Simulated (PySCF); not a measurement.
# Correlation energy of Ir (iridium, neutral)

[Xe] 4f14 5d7 6s1 6p1, one real determinant (an excited configuration). Computed with PySCF 2.14 in aug-cc-pVDZ-PP with ECP60MDF (5s5p4d2f, 54 functions), with scalar relativity through the core potential. Frozen: 5s2 5p6; 9 electrons correlated.

| level | correlation energy (mhartree) |
| --- | --- |
| CCSD | -162.74 |
| (T) | -4.45 |
| CCSD(T) | -167.19 |

Diagnostics: T1 = 0.015, D1 = 0.0474, largest double amplitude 0.055.

Problem. Is a single reference adequate?

Solution. Yes, within this model without spin-orbit coupling: T1 lies below 0.03 and no double amplitude reaches 0.07.

The reference is one real determinant that mixes LS terms of this configuration.
